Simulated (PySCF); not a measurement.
**Telling isomers of C6H13NSi apart by NMR**

[PySCF 2.14.0 with density-fitted response routines: NMR shieldings at PBE0/pcSseg-1/GIAO; structure optimised with GFN2-xTB; fast rotation and ring inversion assumed for equivalent nuclei; in vacuum; one computed conformer; no relativistic terms]

Chemical shifts δ = σref − σ; 1H (σ = 31.72 ppm) and 13C (σ = 186.93 ppm) against TMS, all at this level. Where no couplings were computed, multiplicities follow the n + 1 count of equivalent neighbours, and m marks all less simple cases (inequivalent or close neighbours, rings, F or P nearby). Shifts are as computed. Against solution values, carbons near 30 ppm lie about +3 ppm off and those near 130 ppm about +5 ppm. Of 1211 compounds with measured shifts, 218 miss one by over three times the rms of a fit or turn the order of signals round; such compounds aren't used in these exercises. OH and NH positions are gas-phase values without hydrogen bonding to other molecules.

(1) Tabulate the signals of `C=C(C)[C@H]1C[Si@H](N)C1`, `C=C([SiH3])/C=N\CCC`, `[SiH3]N[C@@H]1C[C@@H]2C[C@@H]2C1` and their relative energies.

(2) What is the quickest way to tell C=C(C)[C@H]1C[Si@H](N)C1 from [SiH3]N[C@@H]1C[C@@H]2C[C@@H]2C1?

(3) What is the quickest way to tell C=C(C)[C@H]1C[Si@H](N)C1 from C=C([SiH3])/C=N\CCC?

(4) What is the quickest way to tell C=C([SiH3])/C=N\CCC from [SiH3]N[C@@H]1C[C@@H]2C[C@@H]2C1?

Results:

(1) 
```tsv
SMILES	carbon types	δC	δH	E rel. (kcal/mol)
C=C(C)[C@H]1C[Si@H](N)C1	1×C 1×CH 3×CH2 1×CH3	173.0, 114.4, 35.2, 34.8, 29.3	5.35 (m, 1H), 5.21 (br s, 1H), 5.00 (br s, 1H), 2.40 (m, 1H), 2.02 (m, 2H), 1.98 (s, 3H), 1.63 (m, 2H), 0.69 (br s, 2H)	0.0
C=C([SiH3])/C=N\CCC	1×C 1×CH 3×CH2 1×CH3	168.5, 149.4, 140.3, 57.0, 27.4, 14.6	8.41 (s, 1H), 6.20 (br s, 1H), 5.92 (br s, 1H), 4.19 (s, 3H), 3.82 (t, 2H), 1.77 (m, 2H), 0.74 (t, 3H)	30.0
[SiH3]N[C@@H]1C[C@@H]2C[C@@H]2C1	3×CH 3×CH2	68.5, 46.5, 25.3, 20.5	4.58 (s, 3H), 3.62 (m, 1H), 2.61 (m, 2H), 1.21 (m, 2H), 1.01 (m, 1H), 0.83 (m, 2H), -0.23 (m, 1H), -0.55 (br s, 1H)	5.6
```

Energies are electronic energies at PBE0/pcSseg-1 on these geometries, without zero-point or thermal terms, each for the one conformer computed, which needn't be the lowest.

(2) Count the carbon signals: 5 against 4. The first has a fully substituted alkene carbon (C) at 173.0 ppm, the second an sp3 CH bonded to N at 68.5 ppm. In the proton spectra the most deshielded non-exchanging signals are 5.35 (m, 1H) and 4.58 (s, 3H).

(3) Count the carbon signals: 5 against 6. The first has an allylic sp3 CH at 34.8 ppm, the second a C=N carbon (CH) at 168.5 ppm. Their most deshielded carbons lie at 173.0 and 168.5 ppm. In the proton spectra the most deshielded non-exchanging signals are 5.35 (m, 1H) and 8.41 (s, 1H).

(4) Count the carbon signals: 6 against 4. The first has a C=N carbon (CH) at 168.5 ppm, the second an sp3 CH bonded to N at 68.5 ppm. In the proton spectra the most deshielded non-exchanging signals are 8.41 (s, 1H) and 4.58 (s, 3H).
